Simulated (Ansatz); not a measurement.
Isolated molecules relaxed with PBE0-D4/def2-TZVP in Ansatz; ΔE leaves out vibrations. CCSD(T)/CBS adds triple-zeta CCSD(T) − MP2 to the extrapolated MP2 energy (def2 sets, frozen cores). This one scheme is used for every species, atoms too. Functionals use def2-TZVPP. Open shells (•) are unrestricted, without spin–orbit coupling. Spin–orbit coupling would lower the free atoms: a little for Si; clearly for Se. For Se outer-core shells are correlated without core-valence functions, so the limit isn't a true one: a few kJ/mol of doubt a bond, and 10 to 20 or more in all where bonds break to atoms. Scalar relativity is left out up to krypton. One conformer a species, not always the lowest.

`[SeH][SiH]([SeH])[SeH]` → 4 H• + 3 Se• + Si•  (atomization)

**Question.** What is ΔE at CCSD(T)/CBS? (Best estimate.)

**Answer.** Ansatz gave: +527.2 kcal/mol.

**Question.** What do these levels give: PBE-D4, ωB97M-V, B2PLYP, HF/CBS(def2), MP2/CBS(def2), CCSD/CBS(def2)? (Estimate.)

**Answer.** The calculation gave: PBE-D4 526.0, ωB97M-V 516.1, B2PLYP 507.6, HF/CBS(def2) 352.2, MP2/CBS(def2) 530.7, CCSD/CBS(def2) 516.5 kcal/mol.

Largest T1 diagnostic among the species: 0.012.

In def2-TZVPP, CCSD(T) changes the Hartree–Fock value by +153.4 kcal/mol (the triples alone add +10.7 kcal/mol) and MP2 by +156.9 kcal/mol; breaking electron pairs costs correlation energy, which Hartree–Fock lacks. From PBE to PBE0 (25 % exact exchange), in def2-TZVPP and without D4, ΔE moves by −6.4 kcal/mol: exact exchange takes away binding that semilocal exchange gives to molecules. The D4 term adds +11.7 kcal/mol with B3LYP and +6.1 kcal/mol with PBE0; it sums over pairs of atoms, weighted by their polarisabilities, and B3LYP, whose exchange is more repulsive, gets the larger term.

B3LYP here is the variant with VWN-RPA as its local correlation; programs differ in this.

For atomizations the MP2-based limit and the directly extrapolated one differ by several kJ/mol either way, and by 10 to 25 for some Ge, Se and Sn compounds, so smaller differences from it don't rank the levels.
